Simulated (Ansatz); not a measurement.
`B[Si](O)(F)Cl` → `[BH2]`• + `O[Si](F)Cl`•  (homolysis of the B–Si bond)

Computed with Ansatz on PBE0-D4/def2-TZVP structures; ΔE is electronic, products minus reactants. CCSD(T)/CBS adds triple-zeta CCSD(T) − MP2 to the extrapolated MP2 energy (def2 sets, frozen cores). This one scheme is used for every species. Functionals use def2-TZVPP. No spin–orbit coupling; open shells (•) take unrestricted orbitals. One conformer a species, not always the lowest.

`B[Si](O)(F)Cl`:

Cartesian coordinates in Å:
```
B -1.338 0.234 -0.692
Si 0.347 -0.286 0.238
O 1.058 0.973 0.977
F 0.187 -1.473 1.290
Cl 1.539 -1.043 -1.261
H -2.225 -0.552 -0.830
H -1.438 1.312 -1.191
H 1.870 0.835 1.469
```

`[BH2]`•:

Cartesian coordinates in Å:
```
B 0.315 0.119 0.035
H 0.103 -0.922 0.574
H -0.419 0.802 -0.608
```

`O[Si](F)Cl`•:

Z-matrix (Å, degrees):
```
Si
O 1 1.630
Cl 1 2.040 2 106.8
F 1 1.596 2 109.7 3 117.8
H 2 0.960 1 117.9 3 -169.1
```

```tsv
species	CAM-B3LYP energy (Eh)
`B[Si](O)(F)Cl`	-951.62695
`[BH2]`•	-25.91697
`O[Si](F)Cl`•	-925.56386
```

(1) Work out ΔE.

(2) What do rigid-rotor, harmonic-oscillator terms from PBE0-D4/def2-TZVP frequencies (298.15 K, 1 bar) make of the CCSD(T)/CBS value? (An estimate is asked.)

Largest T1 diagnostic among the species: 0.013.

Answers

(1) ΔE = (-25.91697) + (-925.56386) − (-951.62695) = 0.14612 Eh = +91.7 kcal/mol. CCSD(T)/CBS gives +95.8 kcal/mol.

(2) Ansatz gave: ΔZPE = -4.3 kcal/mol, ΔH = +92.6 kcal/mol, ΔS = 159 J/(mol·K), ΔG = +81.3 kcal/mol. Open shells count their whole term as degenerate.

At CCSD(T), def2-SVP lies −2.6 kcal/mol from the extrapolated value and def2-TZVPP −2.0 kcal/mol: correlation converges slowly with the basis, and small sets miss more of it in the bonded molecule than in its fragments. In def2-TZVPP, CCSD(T) changes the Hartree–Fock value by +21.9 kcal/mol (the triples alone add +1.2 kcal/mol) and MP2 by +21.2 kcal/mol; breaking electron pairs costs correlation energy, which Hartree–Fock lacks. From PBE to PBE0 (25 % exact exchange), in def2-TZVPP and without D4, ΔE moves by +1.0 kcal/mol.
